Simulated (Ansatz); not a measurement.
Basis sets compared for Al₇H (the lowest singlet isomer of a short search). Charge 0, multiplicity 1. Geometry B3LYP-D4/def2-SVP. Ansatz on 4 threads of AMD EPYC 7B13 on a shared host; times are rough, and most runs start from earlier orbitals.

```xyz
8

Al   -0.622    0.526    1.574
Al    0.431    1.866   -0.718
Al   -1.661    0.338   -0.848
Al    1.050   -0.404   -1.761
Al    1.821    1.737    1.848
Al   -0.720   -1.742    0.234
Al    1.696   -0.910    0.675
H    -1.995   -1.412   -1.004
```

The restricted singlet is unstable towards broken spin symmetry in Hartree–Fock (as tested in another run); at PBE-D4/def2-SVP, PBE-D4/def2-TZVP, PBE0-D4/def2-SVP, PBE0-D4/def2-TZVP this wasn't settled. The structure comes from a short search, and lower isomers may exist.

Binding counts from free atoms (Al doublet, H doublet) in the same basis, without a counterpoise term.

```csv
level,functions,energy (Eh),HOMO (eV),LUMO (eV),binding per atom (eV),wall time
PBE-D4/def2-SVP,131,-1696.1641,-4.79,-3.68,2.29,1.8 s
PBE0-D4/def2-SVP,131,-1696.2973,-5.49,-3.14,2.20,2.7 s
```

Question: Estimate the rows for PBE-D4/def2-TZVP (with forces), PBE0-D4/def2-TZVP.

Answer: 
| level | functions | energy (Eh) | HOMO (eV) | LUMO (eV) | binding per atom (eV) | wall time |
| --- | --- | --- | --- | --- | --- | --- |
| PBE-D4/def2-TZVP (with forces) | 265 | -1696.7700 | -4.67 | -3.54 | 2.30 | 4.5 s |
| PBE0-D4/def2-TZVP | 265 | -1696.8955 | -5.35 | -2.97 | 2.22 | 7 s |
